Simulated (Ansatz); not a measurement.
Consider the formal exchange of groups at a C–Al bond: `C[CH2][Al]([CH3])[SH]` + `CC(C)C#N` → `CCC(C)C#N` + `C[CH2][AlH][SH]`.

Program: Ansatz. Geometries: PBE0-D4/def2-TZVP. ΔE: electronic, gas phase. CBS: MP2 limit from def2 TZ/QZ plus the TZ coupled-cluster correction, frozen cores. Functionals use def2-TZVPP. B3LYP here is the variant with VWN-RPA as its local correlation; programs differ in this. HSE06 is defined as in plane-wave codes. One conformer a species, not always the lowest.

| level | ΔE (kcal/mol) | difference from CCSD(T)/CBS |
| --- | --- | --- |
| PBE-D4 | 10.8 | 0.5 |
| r2SCANh-D4 | 11.2 | 0.9 |
| HSE06-D4 | 10.6 | 0.3 |
| BLYP | 11.7 | 1.4 |
| PBE0 | 10.7 | 0.4 |
| B3LYP | 11.2 | 0.9 |
| HSE06 | 10.8 | 0.5 |
| BHLYP | 10.4 | 0.1 |
| HF/def2-SVP | 7.9 | -2.4 |
| MP2/def2-SVP | 7.6 | -2.7 |
| SCS-MP2/def2-TZVPP | 9.7 | -0.6 |
| CCSD/def2-TZVPP | 9.9 | -0.4 |
| CCSD(T)/def2-TZVPP | 10.0 | -0.3 |
| MP2/def2-QZVPP | 10.5 | 0.2 |
| HF/CBS(def2) | 9.2 | -1.1 |
| CCSD/CBS(def2) | 10.2 | -0.1 |
| CCSD(T)/CBS | 10.3 | 0 |

Largest T1 diagnostic among the species: 0.011.

Leaving LDA and LC-ωPBE aside and taking each functional with its dispersion term where it has one, the values, not all of them listed here, spread over 2.5 kcal/mol, from B97M-V to r2SCAN-D4. LDA lies −1.6 kcal/mol from PBE without D4. In def2-TZVPP, CCSD(T) changes the Hartree–Fock value by +0.8 kcal/mol (the triples alone add +0.1 kcal/mol) and MP2 by +1.2 kcal/mol. From BLYP to BHLYP (50 % exact exchange), in def2-TZVPP and without D4, ΔE moves by −1.3 kcal/mol.

CCSD(T)/CBS has its own doubt, a few kJ/mol and more with outer-core shells, so smaller differences from it don't rank the levels.
